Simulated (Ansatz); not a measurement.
Geometry optimisation, Ansatz 0.2.0, RHF/def2-SVP.

Input:

```yaml
crystal:
  periodic: [false, false, false]
  atoms:
    - { symbol: Ge, position_ang: [-0.086635, 0.0, -1.038598] }
    - { symbol: H, position_ang: [1.189723, 2.0e-06, 1.3973] }
    - { symbol: H, position_ang: [1.772545, -1.0e-06, 0.987068] }
    - { symbol: H, position_ang: [-0.799867, 1.149972, -0.221535] }
    - { symbol: H, position_ang: [-0.799867, -1.149972, -0.221535] }
basis:
  gaussian: { orbitals: def2-SVP }
hamiltonian:
  xc: hf
relax:
  f_tol: 0.03
  max_steps: 50
```

Launched with:

```bash
$ ansatz run input.yaml --threads 1 --pin off --max-ram 2048MiB --backend cpu --events-out ev --progress --plain --runs-dir out
```

Where does it end, and by what steps?

The forces met the threshold. After 3 steps the energy has fallen by 0.031 eV; H2 moved furthest, 0.11 Å.

```
step  energy less start (eV)  largest force component (eV/Å)  accepted
   0                  0.0000                           1.292       yes
   1                 -0.0287                           0.092       yes
   2                 -0.0296                           0.196       yes
   3                 -0.0314                           0.029       yes
```

```xyz
5
Properties=species:S:1:pos:R:3
Ge -0.021 0.000 -0.980
H 1.095 0.000 1.340
H 1.706 0.000 0.902
H -0.752 1.150 -0.180
H -0.752 -1.150 -0.180
```

Whether the end is a true minimum wasn't checked by a vibrational analysis.

Run time: 3.8 s on 1 thread of Arm Neoverse N1, with other jobs on the host, peak memory 0.087 GiB.
